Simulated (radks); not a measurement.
Problem. The mean radii <r> (bohr) of the occupied orbitals of an atom or ion are listed with their occupations. Method: non-relativistic Kohn-Sham, BLYP, spin-polarised, spherical densities, point nucleus; computed with a radial shooting solver on a logarithmic mesh with Libxc functionals.

orbital  occ.      <r>
1s down     1  0.03385
1s up       1  0.03385
2s up       1   0.1473
2s down     1   0.1473
2p up       3   0.1259
2p down     3   0.1259
3s up       1   0.4032
3s down     1   0.4032
3p up       3   0.3960
3p down     3   0.3960
3d up       5   0.3701
3d down     5   0.3700
4s up       1    1.010
4s down     1    1.009
4p up       3    1.095
4p down     3    1.095
4d up       5    1.524
4d down     3    1.553

Name the element and its charge. Open shells, if any, are filled with parallel spins first.

Solution. Z = 45, rhodium, charge +1: Rh+ in [Kr] 4d8. The 1s radius gives Z: for a bare nucleus <r> = 1.5/Z, 0.03333 bohr for Z = 45, and screening makes it slightly larger (0.03385 here). The occupations add up to 44, and the charge is Z minus that.
